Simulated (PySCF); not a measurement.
**Which determinant of BAs⁺ lies lowest?**

Unrestricted PBE0; basis B jorge-DZP-DKH, As jorge-DZP-DKH; spin-free X2C with a Gaussian nucleus; PySCF 2.14. Outer shells of the fragments: B+ 2s2; As 3d10 4s2 4p3.

Followed along the bond (rough minima from three points):

```json
{"2Ms+1": "4", "unpaired": "σ ↑, π ↑↑", "⟨S²⟩ at the start": "3.76", "R at minimum (Å)": "1.97", "Te (eV)": "0.00"}
{"2Ms+1": "2", "unpaired": "σ ↓, π ↑↑", "⟨S²⟩ at the start": "1.76", "R at minimum (Å)": "1.98", "Te (eV)": "0.33"}
{"2Ms+1": "2", "unpaired": "σ ↑, π ↑↓", "⟨S²⟩ at the start": "1.76", "R at minimum (Å)": "1.97", "Te (eV)": "0.47"}
{"2Ms+1": "2", "unpaired": "σ ↑", "⟨S²⟩ at the start": "0.77", "R at minimum (Å)": "1.97", "Te (eV)": "1.25"}
{"2Ms+1": "2", "unpaired": "π ↑", "⟨S²⟩ at the start": "1.08", "R at minimum (Å)": "none in the scan", "Te (eV)": "≤ 1.19"}
```

Solutions found at the starting distance of 2.090 Å, counted from the lowest of them; the search is not exhaustive and high or unbound solutions are not listed, so other states can lie among these:

```tsv
2Ms+1	unpaired	term	E (eV)	⟨S²⟩	⟨Lz²⟩	μ (D)
4	σ ↑, π ↑↑	⁴Σ⁻	0.00	3.76	0.00	-3.06
2	σ ↓, π ↑↑	mixed	0.33	1.76	0.00	-3.18
2	σ ↑, π ↑↓	mixed	0.48	1.76	2.00	-2.98
2	σ ↑	mixed	1.26	0.77	2.00	-2.70
2	π ↑	mixed	1.59	1.08	1.01	-3.59
2	π ↑	²Π	2.19	0.75	1.00	-0.24
```

A term symbol is given only where ⟨S²⟩ and ⟨Lz²⟩ are close to those of a pure state; real π, δ and φ orbitals otherwise mix terms. A positive dipole points towards As; it is taken about the centre of mass and depends on that origin.

Spin–orbit coupling is left out. Counting both spins, an empty level lies below a filled one in some of these solutions, because spin and occupation are held.
